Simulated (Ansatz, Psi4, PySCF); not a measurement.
Molecule: sulfur difluoride, SF2, net charge 0, singlet state. SMILES: FSF
Coordinates optimised at B3LYP-D3(BJ)/def2-TZVP (Ansatz, a program for electronic structure):
```
S
F 1 1.6052
F 1 1.6052 2 98.75
```

Quantity: atomisation energy, in kcal/mol. Set-up: 6-31G* and kin with 6d, 5d where marked; atomisation electronic, to ground-state atoms; spin-orbit terms left out; LANL2DZ with its own core potentials from Na on; non-relativistic; valence correlation only; UHF or UKS for open shells; 6-311+G** with 5d, 6d on Na to Ar in Ansatz; dispersion terms only where a functional's name holds one. CBS marks a two-point X^-3 extrapolation of the correlation energy; Hartree-Fock from the larger set. Ab initio and DFT rows: single points at B3LYP-D3(BJ) geometries (Ansatz).

Coupled cluster (Ansatz) is a level with limits of its own, used here on species with T1 under 0.025 (0.045 for open shells) and stable references: CCSD(T)/CBS(cc-pV(T+d)Z,cc-pV(Q+d)Z).

Value to compare with, CCSD(T)/CBS(cc-pV(T+d)Z,cc-pV(Q+d)Z) (Ansatz): 175.5 kcal/mol.

```
level               program  atomisation energy (kcal/mol)  difference
------------------  -------  -----------------------------  ----------
HF/6-31G*            Ansatz                           66.4      -109.1
PBE/6-31G*           Ansatz                          184.2         8.7
B3LYP/LANL2DZ        Ansatz                          101.8       -73.7
B3LYP/6-31G          Ansatz                          108.7       -66.8
B3LYP/6-31G*         Ansatz                          164.1       -11.4
M06-2X/6-31G* (5d)    PySCF                          166.3        -9.2
wB97X-D/6-311+G**      Psi4                          155.3       -20.2
MP2/STO-3G           Ansatz                           78.0       -97.5
MP2/3-21G            Ansatz                           96.2       -79.3
B3LYP/def2-TZVPD     Ansatz                          172.8        -2.7
wB97X-V/def2-TZVPD   Ansatz                          178.0         2.5
```

Among the 9 habitual levels, HF/6-31G* lies farthest from CCSD(T)/CBS(cc-pV(T+d)Z,cc-pV(Q+d)Z) (Ansatz) (-109.1 kcal/mol); 1 of 9 lie above it, and their mean absolute difference is 52.9 kcal/mol, the median 66.8. One case shows no general order.

The levels are drawn from those run, B3LYP/6-31G* more often than the rest, none by its result; runs whose electronic state is in doubt are left out.
